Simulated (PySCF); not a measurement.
Te(OMe)2 (C2H6O2Te), SMILES CO[Te]OC.

The structure is a stationary point at PBE0-D3(BJ)/def2-SVP. The def2 effective core potentials stand for the cores of Te; spin–orbit coupling is left out. One conformer was computed; it need not be the lowest.

Two levels are set side by side: TDA-PBE/def2-SVPD (PySCF) and TDA-LC-ωPBE/def2-SVPD (PySCF). Vertical, same geometry. The lowest singlet is HOMO→LUMO 99 % with PBE and HOMO→LUMO 92 % with the other functional; states are paired by order. Differences are taken from unrounded values.

```json
[
 {"quantity": "lowest singlet excitation (eV)", "TDA-LC-ωPBE": "3.03"},
 {"quantity": "lowest triplet excitation (TDA) (eV)", "TDA-LC-ωPBE": "2.21"},
 {"quantity": "first bright state (f over 0.05) (eV)", "TDA-LC-ωPBE": "6.38"},
 {"quantity": "its oscillator strength", "TDA-LC-ωPBE": "0.16"}
]
```

Question: What does TDA-PBE give, and how far is it from TDA-LC-ωPBE? (The exact figures need the calculation; the answer reports its results.)

Answer: 
```json
[
 {"quantity": "lowest singlet excitation (eV)", "TDA-PBE": "2.81", "TDA-PBE minus TDA-LC-ωPBE": "-0.22"},
 {"quantity": "lowest triplet excitation (TDA) (eV)", "TDA-PBE": "2.11", "TDA-PBE minus TDA-LC-ωPBE": "-0.10"},
 {"quantity": "first bright state (f over 0.05) (eV)", "TDA-PBE": "5.07", "TDA-PBE minus TDA-LC-ωPBE": "-1.30"},
 {"quantity": "its oscillator strength", "TDA-PBE": "0.09", "TDA-PBE minus TDA-LC-ωPBE": "-0.07"}
]
```

A lower first singlet is the usual sign of a functional without exact exchange. Differences between two approximate levels are no errors against the true value.

Rough cost on one machine, each run with all the roots and properties that it gave: TDA-LC-ωPBE against TDA-PBE about 3 times.
